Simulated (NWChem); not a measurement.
All runs are NWChem calculations. System: Tl, charge 0, spin multiplicity 2. Its SCF solution wasn't tested for a lower state. Level: UHF/def2-QZVP with def2 effective core potentials on Tl.

The NWChem input:

```
start mol
memory heap 200 mb stack 900 mb global 1100 mb
geometry units angstroms nocenter noautoz
  Tl     0.000000     0.000000     0.000000
  symmetry group D2h
end
basis spherical
  * library def2-qzvp
end
ecp
  Tl library def2-ecp
end
scf
  uhf
  nopen 1
  maxiter 100
  thresh 1e-7
  semidirect memsize 60000000 filesize 0
  # guess.movecs holds the orbitals of an unrestricted PBE0 run
  vectors input guess.movecs output mol.movecs
end
task scf energy
```

Output (cleaned and shortened):

```
             Northwest Computational Chemistry Package (NWChem) 7.3.0
             --------------------------------------------------------

                                NWChem Input Module
                                -------------------

 Scaling coordinates for geometry "geometry" by  1.889725989
 (inverse scale =  0.529177249)

                             Geometry "geometry" -> ""
                             -------------------------

 Output coordinates in angstroms (scale by  1.889725989 to convert to a.u.)

  No.       Tag          Charge          X              Y              Z
 ---- ---------------- ---------- -------------- -------------- --------------
    1 Tl                  81.0000     0.00000000     0.00000000     0.00000000

 Effective nuclear repulsion energy (a.u.)       0.0000000000

            Nuclear Dipole moment (a.u.)
            ----------------------------
        X                 Y               Z
 ---------------- ---------------- ----------------
     0.0000000000     0.0000000000     0.0000000000

      Symmetry information
      --------------------

 Group name             D2h
 Group number             26
 Group order               8
 No. of unique centers     1

      Symmetry unique atoms

     1


 Summary of "ao basis" -> "" (spherical)
 ------------------------------------------------------------------------------
       Tag                 Description            Shells   Functions and Types
 ---------------- ------------------------------  ------  ---------------------
 *                         def2-qzvp                  on all atoms

 Summary of "ao basis" -> "ao basis" (spherical)
 ------------------------------------------------------------------------------
       Tag                 Description            Shells   Functions and Types
 ---------------- ------------------------------  ------  ---------------------
 Tl                        def2-qzvp                22       82   7s6p4d4f1g

                                 NWChem SCF Module
                                 -----------------

  ao basis        = "ao basis"
  functions       =    82
  atoms           =     1
  alpha electrons =    11
  beta  electrons =    10
  charge          =   0.00
  wavefunction    = UHF
  use symmetry    = T
  symmetry adapt  = T

 Summary of "ao basis" -> "ao basis" (spherical)
 ------------------------------------------------------------------------------
       Tag                 Description            Shells   Functions and Types
 ---------------- ------------------------------  ------  ---------------------
 Tl                        def2-qzvp                22       82   7s6p4d4f1g

      Symmetry analysis of basis
      --------------------------

        ag         18
        au          4
        b1g         6
        b1u        14
        b2g         6
        b2u        14
        b3g         6
        b3u        14

 Forming initial guess at       0.1s

   Symmetry analysis of molecular orbitals - initial alpha
   -------------------------------------------------------

  Numbering of irreducible representations:

     1 ag          2 au          3 b1g         4 b1u         5 b2g
     6 b2u         7 b3g         8 b3u

  Orbital symmetries:

     1 ag          2 b3u         3 b2u         4 b1u         5 b1g
     6 ag          7 b3g         8 b2g         9 ag         10 ag
    11 b1u        12 b3u        13 b2u        14 ag         15 b1u
    16 b3u        17 b2u        18 b3g        19 b2g        20 ag
[...]
    22      0.489408  1 Tl pz                19      0.386693  1 Tl pz
    10     -0.262043  1 Tl pz                25      0.177818  1 Tl pz

 Vector   12  Occ=0.000000D+00  E= 1.242395D-02  Symmetry=b2u
              MO Center= -1.4D-17, -1.4D-18,  3.1D-31, r^2= 9.5D+00
   Bfn.  Coefficient  Atom+Function         Bfn.  Coefficient  Atom+Function
  ----- ------------  ---------------      ----- ------------  ---------------
    24      0.747929  1 Tl py                18      0.312841  1 Tl py
     9     -0.172943  1 Tl py

 Vector   13  Occ=0.000000D+00  E= 1.242395D-02  Symmetry=b3u
              MO Center= -5.1D-20,  7.8D-18, -7.9D-31, r^2= 9.5D+00
   Bfn.  Coefficient  Atom+Function         Bfn.  Coefficient  Atom+Function
  ----- ------------  ---------------      ----- ------------  ---------------
    23      0.747929  1 Tl px                17      0.312841  1 Tl px
     8     -0.172943  1 Tl px

 Vector   14  Occ=0.000000D+00  E= 8.651125D-02  Symmetry=b1u
              MO Center= -1.7D-18,  1.7D-18, -2.5D-17, r^2= 2.0D+01
   Bfn.  Coefficient  Atom+Function         Bfn.  Coefficient  Atom+Function
  ----- ------------  ---------------      ----- ------------  ---------------
    25      1.744987  1 Tl pz                22     -1.524049  1 Tl pz
    19      0.307889  1 Tl pz                16     -0.203496  1 Tl pz

                     UHF Final Beta Molecular Orbital Analysis
                     -----------------------------------------

 Vector    8  Occ=1.000000D+00  E=-8.357959D-01  Symmetry=b3g
              MO Center= -3.8D-31,  6.2D-16, -8.1D-30, r^2= 6.2D-01
   Bfn.  Coefficient  Atom+Function         Bfn.  Coefficient  Atom+Function
  ----- ------------  ---------------      ----- ------------  ---------------
    27      0.907579  1 Tl d -1

 Vector    9  Occ=1.000000D+00  E=-8.324313D-01  Symmetry=ag
              MO Center= -1.6D-16, -1.6D-16, -5.5D-16, r^2= 6.2D-01
   Bfn.  Coefficient  Atom+Function         Bfn.  Coefficient  Atom+Function
  ----- ------------  ---------------      ----- ------------  ---------------
    28      0.908320  1 Tl d  0

 Vector   10  Occ=1.000000D+00  E=-4.227605D-01  Symmetry=ag
              MO Center= -4.8D-17,  2.8D-16,  4.3D-14, r^2= 2.1D+00
   Bfn.  Coefficient  Atom+Function         Bfn.  Coefficient  Atom+Function
  ----- ------------  ---------------      ----- ------------  ---------------
     6      0.564696  1 Tl s                  5      0.543107  1 Tl s
     3     -0.476250  1 Tl s                  1     -0.167685  1 Tl s

 Vector   11  Occ=0.000000D+00  E= 2.119033D-02  Symmetry=b3u
              MO Center=  4.1D-17, -2.3D-32,  2.8D-32, r^2= 1.0D+01
   Bfn.  Coefficient  Atom+Function         Bfn.  Coefficient  Atom+Function
  ----- ------------  ---------------      ----- ------------  ---------------
    23      0.843251  1 Tl px                17      0.320283  1 Tl px
     8     -0.160926  1 Tl px

 Vector   12  Occ=0.000000D+00  E= 2.119033D-02  Symmetry=b2u
              MO Center=  3.9D-32, -2.0D-16,  4.4D-32, r^2= 1.0D+01
   Bfn.  Coefficient  Atom+Function         Bfn.  Coefficient  Atom+Function
  ----- ------------  ---------------      ----- ------------  ---------------
    24      0.843251  1 Tl py                18      0.320283  1 Tl py
     9     -0.160926  1 Tl py

 Vector   13  Occ=0.000000D+00  E= 4.264203D-02  Symmetry=b1u
              MO Center=  4.5D-14, -4.9D-14, -3.4D-12, r^2= 1.3D+01
   Bfn.  Coefficient  Atom+Function         Bfn.  Coefficient  Atom+Function
  ----- ------------  ---------------      ----- ------------  ---------------
    25      1.079752  1 Tl pz                19      0.345593  1 Tl pz
    22     -0.303610  1 Tl pz

 center of mass
 --------------
 x =   0.00000000 y =   0.00000000 z =   0.00000000

 moments of inertia (a.u.)
 ------------------
           0.000000000000           0.000000000000           0.000000000000
           0.000000000000           0.000000000000           0.000000000000
           0.000000000000           0.000000000000           0.000000000000

  Mulliken analysis of the total density
  --------------------------------------

    Atom       Charge   Shell Charges
 -----------   ------   -------------------------------------------------------
    1 Tl  21    21.00   0.70  0.03  1.15  0.16  0.71  1.00  0.24  5.88  0.00  0.18  0.33  0.47  0.13  8.94  0.88  0.18  0.01  0.00  0.00  0.00  0.00  0.00

  Mulliken analysis of the alpha density
  --------------------------------------

    Atom       Charge   Shell Charges
 -----------   ------   -------------------------------------------------------
    1 Tl  21    11.00   0.35  0.01  0.58  0.08  0.34  0.51  0.13  2.94  0.00  0.12  0.33  0.47  0.13  4.45  0.45  0.10  0.01  0.00  0.00  0.00  0.00  0.00

   Mulliken analysis of the beta density
   -------------------------------------

    Atom       Charge   Shell Charges
 -----------   ------   -------------------------------------------------------
    1 Tl  21    10.00   0.35  0.01  0.58  0.08  0.37  0.50  0.11  2.94 -0.00  0.06  0.00  0.00 -0.00  4.49  0.43  0.08  0.00  0.00  0.00  0.00  0.00  0.00

   Mulliken analysis of the spin density
   -------------------------------------

    Atom       Charge   Shell Charges
 -----------   ------   -------------------------------------------------------
    1 Tl  21     1.00  -0.00 -0.00  0.00 -0.01 -0.03  0.01  0.03  0.00  0.00  0.06  0.33  0.47  0.13 -0.04  0.02  0.02  0.00 -0.00  0.00  0.00 -0.00 -0.00

       Multipole analysis of the density wrt the origin
       ------------------------------------------------

     L   x y z        total         alpha         beta         nuclear
     -   - - -        -----         -----         ----         -------
     0   0 0 0      0.000000    -11.000000    -10.000000     21.000000

     1   1 0 0      0.000000     -0.000000      0.000000      0.000000
     1   0 1 0     -0.000000     -0.000000     -0.000000      0.000000
     1   0 0 1     -0.000000     -0.000000     -0.000000      0.000000

     2   2 0 0    -18.844930    -11.076973     -7.767957      0.000000
     2   1 1 0     -0.000000     -0.000000      0.000000      0.000000
     2   1 0 1      0.000000      0.000000      0.000000      0.000000
     2   0 2 0    -18.844930    -11.076973     -7.767957      0.000000
     2   0 1 1      0.000000      0.000000      0.000000      0.000000
     2   0 0 2    -25.825976    -18.373462     -7.452514      0.000000

 Task  times  cpu:        1.4s     wall:        1.4s

 Total times  cpu:        1.4s     wall:        1.4s
```
